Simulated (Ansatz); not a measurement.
Geometry optimisation, RKS PBE0/def2-SVP (Ansatz).

The input (input.yaml):

```yaml
crystal:
  periodic: [false, false, false]
  atoms:
    - { symbol: Si, position_ang: [-0.6191, -0.8244, -0.1796] }
    - { symbol: O, position_ang: [0.2785, 0.174, 1.3972] }
    - { symbol: H, position_ang: [-0.9569, -1.3894, -1.506] }
    - { symbol: H, position_ang: [-0.0241, -1.9459, 0.5282] }
    - { symbol: H, position_ang: [-1.7545, 0.0612, 0.0713] }
    - { symbol: H, position_ang: [1.1967, 0.606, 0.6353] }
    - { symbol: Se, position_ang: [1.3724, 0.5781, -1.347] }
    - { symbol: H, position_ang: [-0.1269, 0.9315, 1.823] }
    - { symbol: H, position_ang: [0.6338, 1.809, -1.4223] }
basis:
  gaussian: { orbitals: def2-SVP }
hamiltonian:
  xc: pbe0
relax:
  f_tol: 0.15
  max_steps: 25
  restrain:
    - { distance: [0, 6], at: 3.61, k: 30.0 }
    - { distance: [5, 1], at: 2.27, k: 30.0 }
    - { distance: [0, 1], at: 1.77, k: 30.0 }
    - { distance: [5, 6], at: 1.51, k: 30.0 }
```

Launched with:

```bash
$ ansatz run input.yaml --threads 2 --pin off --max-ram 3072MiB --backend cpu --events-out ev --progress --plain --runs-dir out
```

Q: Where does it end, and by what steps?

A: The run converged. The restraints hold the end off the free minimum. After 16 steps the energy has fallen by 1.699 eV (the restraints' own energy left out); H5 moved furthest, 1.54 Å. Joined: H6–Se7 (1.99 → 1.49 Å).

```
step  energy less start (eV)  largest force component (eV/Å)  accepted
   0                  0.0000                           2.791       yes
   1                  0.8500                           1.930       yes
   2                  0.9196                           2.053       yes
   3                  0.5878                           2.003       yes
   4                 -0.2231                           1.039       yes
   5                 -0.8576                           1.109       yes
   6                 -1.2940                           1.092       yes
   7                 -1.5091                           0.995       yes
   8                 -1.5265                           0.974       yes
   9                 -1.5453                           1.073       yes
  10                 -1.5678                           0.977       yes
  11                 -1.6018                           0.978       yes
  12                 -1.6358                           0.949       yes
  13                 -1.6783                           1.274       yes
  14                 -1.6933                           0.886       yes
  15                 -1.6786                           0.774        no
  16                 -1.6986                           0.864       yes
```

```xyz
9
Properties=species:S:1:pos:R:3
Si -0.902 -0.757 0.203
O -0.159 0.440 1.207
H -1.235 -0.229 -1.150
H 0.021 -1.917 0.098
H -2.174 -1.188 0.871
H 1.800 0.728 0.101
Se 2.142 0.449 -1.327
H -0.782 0.909 1.771
H 1.288 1.564 -1.773
```

Time of the run: 39 s on 2 threads of Arm Neoverse V1 (shared host), peak memory 0.2 GiB.
